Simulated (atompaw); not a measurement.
**An all-electron radial function and its pseudo partner (antimony)**

Columns: radius, all-electron u(r) and pseudo u(r) of the 5s shell (level -12.83 eV) of antimony in the configuration [Kr] 4d10 5s2 5p3; PBE, scalar-relativistic, PAW (atompaw) scheme, atompaw 4.2.0.5.

| r (bohr) | all-electron | pseudo |
| --- | --- | --- |
| 0.087 | -0.1627 | 0.0446 |
| 0.173 | 0.1228 | 0.0889 |
| 0.260 | 0.2416 | 0.1338 |
| 0.346 | 0.0865 | 0.1784 |
| 0.433 | -0.1422 | 0.2238 |
| 0.519 | -0.3083 | 0.2688 |
| 0.606 | -0.3758 | 0.3145 |
| 0.692 | -0.3516 | 0.3596 |
| 0.779 | -0.2618 | 0.4048 |
| 0.865 | -0.1357 | 0.4490 |
| 0.952 | 0.0072 | 0.4926 |
| 1.038 | 0.1484 | 0.5343 |
| 1.125 | 0.2814 | 0.5746 |
| 1.212 | 0.3992 | 0.6125 |
| 1.298 | 0.4982 | 0.6470 |
| 1.385 | 0.5805 | 0.6784 |
| 1.471 | 0.6448 | 0.7055 |
| 1.558 | 0.6940 | 0.7284 |
| 1.644 | 0.7288 | 0.7462 |
| 1.731 | 0.7516 | 0.7589 |
| 1.817 | 0.7636 | 0.7659 |
| 1.904 | 0.7669 | 0.7673 |
| 1.990 | 0.7628 | 0.7628 |
| 2.077 | 0.7524 | 0.7524 |
| 2.163 | 0.7371 | 0.7371 |
| 2.250 | 0.7177 | 0.7177 |

Task: How many radial nodes do the two functions have?

Result: The all-electron 5s function has n − l − 1 = 4 (the table is too coarse to show those close to the nucleus); the pseudo-wave has 0, since the states of the same l below it are removed with the core.

Task: At about which radius was the pseudo-wave matched?

Result: 2.00 bohr. The columns agree to 0.0005 from 1.90 bohr on; several derivatives are matched, so the curves merge somewhat inside the radius.

Task: Is the pseudo-wave norm-conserving?

Result: No, it belongs to a PAW set: the norm inside the radius is not constrained, and the difference is carried by the augmentation charge.
